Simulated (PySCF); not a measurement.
# Löwdin shares of the frontier orbitals

Species: C4H7NSi.
Structure used (PBE0-D3(BJ)/def2-SVP), in Å, numbered top down from 1:
```
atom  x, y, z in Å
C1    -0.8272    2.8949    0.1433
C2    -0.4934    1.7278    0.2284
Si3   -0.0121   -0.0390    0.3765
C4    -1.5295   -1.1211    0.3279
N5     0.9987   -0.4263   -1.0102
C6     2.2039   -0.7899   -0.9291
H7    -1.1198    3.9270    0.0639
H8     0.7457   -0.2130    1.6606
H9    -2.0260   -1.0243   -0.6491
H10   -1.2591   -2.1776    0.4786
H11   -2.2414   -0.8271    1.1139
H12    2.7709   -0.8920    0.0230
H13    2.7789   -1.0363   -1.8421
```

Level of theory: PySCF, TDDFT wB97X-D/def2-SVPD, vertical, gas phase, core orbitals frozen in the response.

Kohn–Sham orbitals with the atoms that hold most of them (Löwdin shares over 4%, at most four atoms; ? is withheld):

| orbital | ε (eV) | atoms |
| --- | --- | --- |
| HOMO-3 | -11.14 | C4 23%, N5 20%, C6 16%, Si3 14% |
| HOMO-2 | -10.17 | C2 44%, C1 43% |
| HOMO-1 | -9.97 | ? |
| HOMO | ? | N5 57%, C6 16%, Si3 9%, H12 6% |
| LUMO | 0.87 | ? |
| LUMO+1 | 1.85 | C1 28%, C2 26%, Si3 18%, H8 7% |
| LUMO+2 | 1.90 | C1 23%, C2 23%, Si3 17%, N5 9% |

(1) Give the leading atoms of the LUMO.

(2) Give the leading atoms of the HOMO-1.

(3) What is the HOMO energy, and the HOMO–LUMO gap?

Answers

(1) C6 (bonded to N and 2 H) 38%; N5 (bonded to C and Si) 30%; Si3 (bonded to 2 C, N and H) 6%; H13 (bonded to C) 6%.

(2) C1 (bonded to C and H) 37%; C2 (bonded to C and Si) 37%; C4 (bonded to Si and 3 H) 8%; Si3 (bonded to 2 C, N and H) 8%. By element: carbon 82% or more, silicon 8%.

(3) ε(HOMO) = -9.03 eV; the gap is 9.90 eV (0.3639 hartree).

Question: How does S1 compare with the orbital gap of 9.90 eV?

Answer: S1 is at 4.14 eV (f = 0.0002), 5.76 eV below the gap, made of HOMO→LUMO (93%). Without the coupling terms of the response equations the lowest excitation would equal the gap.

Question: Give energy, strength and leading configuration of S1 and S6, and follow the Löwdin shares of the leading atoms from the occupied to the empty orbital.

Answer: 
- S1 (4.14 eV, f 0.0002), HOMO→LUMO (93%): N5 57% → 30%, C6 16% → 38%
- S6 (6.93 eV, f 0.015), HOMO→LUMO+1 (84%): N5 57% → at most 7%, C6 16% → at most 7%, C1 at most 7% → 28%, C2 at most 7% → 26%

Löwdin shares depend on the basis, the more so with diffuse functions.

Rough CPU time on one thread of a shared machine: about 90 s.

One conformer stands for the species.
